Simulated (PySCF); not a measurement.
# Correlation energy of C⁺ (carbon, charge +1)

[He] 2s2 2p1, 2P determinant. All numbers are calculated (PySCF 2.14, no relativity, point nucleus, in dyall-acv3z). Frozen: 1s2; 3 electrons correlated; the 19 highest virtual orbitals of each spin left out.

```tsv
level	correlation energy (mhartree)
CCSD	-76.41
(T)	-1.19
CCSD(T)	-77.60
```

Diagnostics: T1 = 0.0100, D1 = 0.0184, largest double amplitude 0.131.

Cost of the coupled-cluster step: about 3 core-seconds, for 3 correlated electrons.

Iterations:

```
CC2 = 0
CCSD nocc = (np.int64(2), np.int64(1)), nmo = (56, 56)
frozen orbitals [[0, 57, 58, 59, 60, 61, 62, 63, 64, 65, 66, 67, 68, 69, 70, 71, 72, 73, 74, 75], [0, 57, 58, 59, 60, 61, 62, 63, 64, 65, 66, 67, 68, 69, 70, 71, 72, 73, 74, 75]]
max_cycle = 100
direct = 0
conv_tol = 1e-08
conv_tol_normt = 1e-06
diis_space = 8
diis_start_cycle = 0
Init t2, MP2 energy = -0.0530151711614446
Init E_corr(UCCSD) = -0.0530151711966322
cycle = 1  E_corr(UCCSD) = -0.0662752827168761  dE = -0.0132601115  norm(t1,t2) = 0.053899
cycle = 2  E_corr(UCCSD) = -0.0714983096341947  dE = -0.00522302692  norm(t1,t2) = 0.0266879
cycle = 3  E_corr(UCCSD) = -0.0764595436599191  dE = -0.00496123403  norm(t1,t2) = 0.0139501
cycle = 4  E_corr(UCCSD) = -0.076380393309927  dE = 7.915035e-05  norm(t1,t2) = 0.00120768
cycle = 5  E_corr(UCCSD) = -0.0764235137668624  dE = -4.31204569e-05  norm(t1,t2) = 0.000194126
cycle = 6  E_corr(UCCSD) = -0.0764055511238485  dE = 1.7962643e-05  norm(t1,t2) = 4.65607e-05
cycle = 7  E_corr(UCCSD) = -0.0764107955629771  dE = -5.24443913e-06  norm(t1,t2) = 1.51132e-05
cycle = 8  E_corr(UCCSD) = -0.076410605642717  dE = 1.8992026e-07  norm(t1,t2) = 2.06207e-06
cycle = 9  E_corr(UCCSD) = -0.0764104692487508  dE = 1.36393966e-07  norm(t1,t2) = 4.85733e-07
cycle = 10  E_corr(UCCSD) = -0.0764105020790382  dE = -3.28302875e-08  norm(t1,t2) = 1.22273e-07
cycle = 11  E_corr(UCCSD) = -0.0764105012676913  dE = 8.11346934e-10  norm(t1,t2) = 2.20689e-08
UCCSD converged
E(UCCSD) = -37.37310881401542  E_corr = -0.07641050126769128
UCCSD(T) correction = -0.00118929606840149
```
